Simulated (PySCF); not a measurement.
**Peak assignment**

Numbering as in the mapped SMILES `[CH3:1][C:2]([CH3:3])([CH2:4][F:5])[C:6](=[O:7])[F:8]`. Each H is labelled by its parent atom.

[PySCF: GFN2-xTB structure; PBE0/pcSseg-1 with gauge-including orbitals; in vacuum; relativity neglected; fast rotation and ring inversion assumed for equivalent nuclei; one conformer]

Scale: ¹³C and ¹H vs TMS (reference shieldings calculated alike).

Question: Assign these signals to the numbered atoms. ¹³C{¹H} NMR (computed): δ 175.2 (C), 89.6 (CH2), 44.8 (C), 23.0 (CH3).

Answer: 
175.2 → C6, carbonyl carbon
89.6 → C4, sp3 CH2 bonded to F: the inductive effect lowers its shielding
44.8 → C2, quaternary sp3 carbon α to a carbonyl: the adjacent C=O deshields it moderately
23.0 → C1/C3, methyl carbon: aliphatic region, no heteroatom directly attached

Question: Assign these signals to the numbered atoms. ¹H NMR (600 MHz, computed): δ 4.77 (m, 2H), 1.46 (s, 6H).

Answer: 
| δ (ppm) | atoms | environment | reason |
| --- | --- | --- | --- |
| 4.77 | H(C4) | hydrogen on an sp3 CH2 bonded to F | its carbon carries F, which withdraws density |
| 1.46 | H(C1)/H(C3) | hydrogen on a methyl carbon | – |

Splittings by ¹⁹F in the carbon and heteronuclear signals aren't shown, as no couplings were computed. Shifts are as computed. Against solution values, carbons near 30 ppm lie about +3 ppm off and those near 130 ppm about +5 ppm. Of 1211 compounds with measured shifts, 218 miss one by over three times the rms of a fit or turn the order of signals round; such compounds aren't used in these exercises. Multiplicities follow the n + 1 count of equivalent neighbours, as no J values were calculated; m marks all less simple cases, F and P coupling included.
